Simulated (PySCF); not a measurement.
B(H)2(SeH) (BH3Se), SMILES [SeH]B. Atoms are numbered in the order given.

```xyz
5

B      0.0252    -1.5601     0.0000
H     -1.0277    -2.1163     0.0000
H      1.0663    -2.1345     0.0000
Se    -0.0461     0.3371     0.0000
H      1.4021     0.5890     0.0000
```

Coordinates come from a PBE0-D3(BJ)/def2-TZVP optimisation.

Method: M06-2X/def2-TZVPD run with PySCF.

ESP charges are fitted to the potential on shells at 1.4 to 2.0 van der Waals radii. Atomic charges (e):

```tsv
atom	ESP fit	meta-Löwdin
B1	…	-0.19
H2	…	0.03
H3	…	0.03
Se4	…	0.08
H5	…	0.06
```

**Question.** Some entries are withheld; supply them. (An estimate is asked for; the answer gives what the named calculation found.)

**Answer.** 
- B1, ESP fit: -0.02
- H2, ESP fit: 0.03
- H3, ESP fit: -0.01
- Se4, ESP fit: -0.13
- H5, ESP fit: 0.13
